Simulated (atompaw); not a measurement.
**An all-electron radial function and its pseudo partner (Pd)**

Columns: radius, all-electron u(r) and pseudo u(r) of the 5s shell (level -2.84 eV) of palladium in the configuration [Ar] 3d10 4s2 4p6 4d10 5s0; PBE, non-relativistic, PAW (atompaw) scheme, atompaw 4.2.0.5.

```
r (bohr)  all-electron   pseudo
   0.079       -0.0860  -0.1320
   0.158       -0.0172  -0.2562
   0.237        0.1168  -0.3654
   0.315        0.1417  -0.4526
   0.394        0.0758  -0.5158
   0.473       -0.0254  -0.5515
   0.552       -0.1204  -0.5592
   0.631       -0.1889  -0.5405
   0.710       -0.2251  -0.4988
   0.788       -0.2311  -0.4394
   0.867       -0.2124  -0.3657
   0.946       -0.1753  -0.2839
   1.025       -0.1258  -0.1989
   1.104       -0.0692  -0.1150
   1.183       -0.0092  -0.0351
   1.262        0.0512   0.0386
   1.340        0.1093   0.1044
   1.419        0.1653   0.1642
   1.498        0.2176   0.2178
   1.577        0.2658   0.2660
   1.656        0.3096   0.3097
   1.735        0.3492   0.3492
   1.813        0.3841   0.3841
   1.892        0.4154   0.4154
   1.971        0.4429   0.4429
   2.050        0.4668   0.4668
```

Problem. How many radial nodes do the two functions have?

Solution. The all-electron 5s function has n − l − 1 = 4 (the table is too coarse to show those close to the nucleus); the pseudo-wave has 1, since 1 lower shell of the same l stays in the valence.

Problem. At about which radius was the pseudo-wave matched?

Solution. 1.70 bohr. The columns agree to 0.0005 from 1.50 bohr on; several derivatives are matched, so the curves merge somewhat inside the radius.

Problem. Is the pseudo-wave norm-conserving?

Solution. No, it belongs to a PAW set: the norm inside the radius is not constrained, and the difference is carried by the augmentation charge.
